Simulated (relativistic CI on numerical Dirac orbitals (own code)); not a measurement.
**Co⁵⁺ in a cubic cluster: 3s photoemission with charge transfer**

Computed with a charge-transfer multiplet model of a cubic metal-ligand cluster with up to 2 ligand holes, Slater and spin-orbit integrals from Dirac-Coulomb-Breit ions, Slater integrals scaled by 0.7. The ground state mixes d4 with configurations of k ligand holes L, whose averages lie at kΔ + k(k − 1)U_dd/2; a core hole lowers each added d electron by U_cd. 300 K, Lorentzian 1.4 eV and Gaussian 0.8 eV FWHM.

Atomic integrals in eV (Slater integrals scaled, ζ unscaled), ground: F2dd 10.145, F4dd 6.400, zeta_d 0.089; with the core hole: F2dd 10.734, F4dd 6.797, zeta_d 0.099, G2cd 10.120.

Cluster parameters (eV): Δ = -1.4, U_dd = 7.4, 10Dq = 2.45, 10Dq(ligand) = 0.3, V(eg) = 3.05, V(t2g) = -1.6, final-state hopping factor = 1.

| Case | n_d | d4 | d5L | d6L2 | S |
| --- | --- | --- | --- | --- | --- |
| U_cd = 9.5 eV | 4.90 | 0.26 | 0.58 | 0.16 | 1.06 |
| U_cd = 10.7 eV | 4.90 | 0.26 | 0.58 | 0.16 | 1.06 |
| U_cd = 11.3 eV | 4.90 | 0.26 | 0.58 | 0.16 | 1.06 |

Weights, n_d and S are thermal averages at 300 K. Binding energies count from the first peak over 30 % of the highest in each spectrum, which can be another peak from case to case. The parameters are a model scan and need not match a compound or its usual spin state. Peaks in eV (height, largest 100):
- U_cd = 9.5 eV: 0.0 (100), 3.6 (31), 6.2 (34), 8.6 (26), 14.7 (12), 21.4 (11)
- U_cd = 10.7 eV: 0.0 (100), 3.5 (34), 6.1 (34), 8.5 (28), 14.9 (15), 17.2 (11), 21.8 (13)
- U_cd = 11.3 eV: 0.0 (100), 3.5 (36), 6.1 (34), 8.4 (29), 15.1 (16), 17.4 (13), 22.1 (15)

Curve for U_cd = 11.3 eV (points under 2 left out, the grid thinned):

| E (eV) | Intensity |
| --- | --- |
| -3.6 | 5.2 |
| -2.8 | 8.3 |
| -2.0 | 15.4 |
| -1.3 | 32.3 |
| -0.5 | 77.6 |
| 0.3 | 94.6 |
| 1.1 | 45.1 |
| 1.9 | 23.9 |
| 2.6 | 25.1 |
| 3.4 | 35.5 |
| 4.2 | 27.4 |
| 5.0 | 24.8 |
| 5.8 | 32.9 |
| 6.5 | 32.7 |
| 7.3 | 26.6 |
| 8.1 | 28.5 |
| 8.9 | 27.7 |
| 9.7 | 22.2 |
| 10.4 | 15.1 |
| 11.2 | 10.2 |
| 12.0 | 7.5 |
| 12.8 | 6.9 |
| 13.6 | 8.4 |
| 14.3 | 12.7 |
| 15.1 | 16.3 |
| 15.9 | 13.5 |
| 16.7 | 11.7 |
| 17.4 | 12.7 |
| 18.2 | 10.1 |
| 19.0 | 7.7 |
| 19.8 | 7.0 |
| 20.6 | 7.6 |
| 21.3 | 11.2 |
| 22.1 | 14.5 |
| 22.9 | 11.1 |
| 23.7 | 7.1 |
| 24.5 | 4.3 |
| 25.2 | 2.9 |
| 26.0 | 2.2 |
| 26.8 | 2.2 |
| 27.6 | 3.4 |
| 28.4 | 4.5 |
| 29.1 | 2.7 |
| 33.9 | 2.7 |
| 34.7 | 2.0 |

For the case U_cd = 9.5 eV, Δ = -1.4 eV is smaller than U_dd = 7.4 eV, the charge-transfer side of the Zaanen-Sawatzky-Allen scheme (negative Δ: between configuration averages a ligand hole costs less than the nominal valence; multiplet and field energies can change this for the lowest states). With the core hole the configuration with one ligand hole lies at Δ − U_cd = -10.9, -12.1, -12.7 eV from the one without, in the order of the table; where this is negative the screened configuration lies lower.

With at most 2 ligand holes the space is cut while the next configuration still counts, so covalency is underestimated, and a final configuration with one more ligand hole, which can lie low, is missing from the spectra.

Without intra-shell correlation the exchange splitting of the 3s hole comes out too large.
